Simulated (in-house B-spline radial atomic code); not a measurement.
**Ionising Gd+ with different functionals**

Computed with a B-spline radial code for spherical atoms: scalar-relativistic (spin-free X2C) Hamiltonian, Fermi nucleus of rms radius 5.1569 fm, spin-polarised at highest spin, spherical fractional occupations for the functionals, and exact exchange of hybrids averaged over the configuration. The ionisation energy is the difference of two self-consistent energies, [Xe] 4f7 5d1 6s1 → [Xe] 4f7 5d1, without Breit or QED terms; ε is the level of the shell that loses the electron (its least bound occupied spin orbital). There is no spin-orbit coupling in this Hamiltonian.

| method | rung | ΔSCF (eV) | -ε(6s) (eV) |
| --- | --- | --- | --- |
| PBE0 | global hybrid | 12.30 | 10.31 |
| B3LYP | global hybrid | 12.46 | 10.23 |
| TPSSh | global hybrid | 12.18 | 9.89 |
| BHandHLYP | global hybrid | 12.06 | 10.69 |
| r2SCAN0 | global hybrid | 12.28 | 10.50 |
| B97-1 | global hybrid | 11.99 | 9.95 |
| HSE06 | range-separated hybrid | 12.36 | 9.99 |
| wB97X | range-separated hybrid | 11.78 | 11.69 |
| CAM-B3LYP | range-separated hybrid | 12.30 | 11.24 |
| LC-wPBE | range-separated hybrid | 12.01 | 12.12 |

Problem. Among the functionals, which spreads more, the ΔSCF values or the orbital energies?

Solution. The orbital energies: ΔSCF values span about 0.68 eV and the orbital energies 2.23 eV.

Problem. How do they compare with the NIST value?

Solution. NIST lists 12.08 eV ± 0.02 (semi-empirical, ground level to ground level). Errors run from -0.29 to +0.38 eV; BHandHLYP is closest (-0.02 eV), but part of that can be cancellation, since the calculations leave out spin-orbit coupling, Breit-QED terms, multiplet and fine-structure energies.
